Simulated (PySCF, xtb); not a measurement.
H₂O₃Ti, SMILES [O]=[Ti]([OH])[OH], multiplicity 1.

GFN2-xTB in xtb 6.7.1 at its own geometry gives an orbital gap of 2.19 eV and a dipole moment of 3.01 D.

Geometry optimised at PBE0-D3(BJ)/def2-SVP. The spin state was assumed, not searched. Other conformers were not sampled.

Task: What does HF/def2-TZVPD in PySCF give? (The exact figures need the calculation; the answer reports its results.)

Result: gap 13.35 eV (levels -13.11 and 0.25 eV), dipole 1.47 D.
